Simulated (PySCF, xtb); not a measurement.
C2H4BFO2, SMILES CC(=O)OBF. The values are those of a single conformer.

Harmonic wavenumbers (cm⁻¹) from GFN2-xTB run with xtb at its own minimum, in rising order: 35, 78, 120, 211, 384, 478, 580, 659, 751, 802, 990, 1006, 1024, 1106, 1173, 1300, 1362, 1435, 1437, 1817, 2668, 3029, 3038, 3070.

### Question
What does PySCF with PBE-D3(BJ)/def2-SVP give at its own minimum? (Estimate from the structure and the level; the computed values follow.)

### Answer
48, 117, 142, 180, 376, 488, 568, 678, 766, 877, 964, 1008, 1080, 1130, 1197, 1323, 1383, 1385, 1393, 1837, 2615, 2992, 3075, 3129. Paired by order, the mean absolute difference is 30 cm⁻¹ and the zero-point energies are 40.8 and 41.1 kcal/mol.
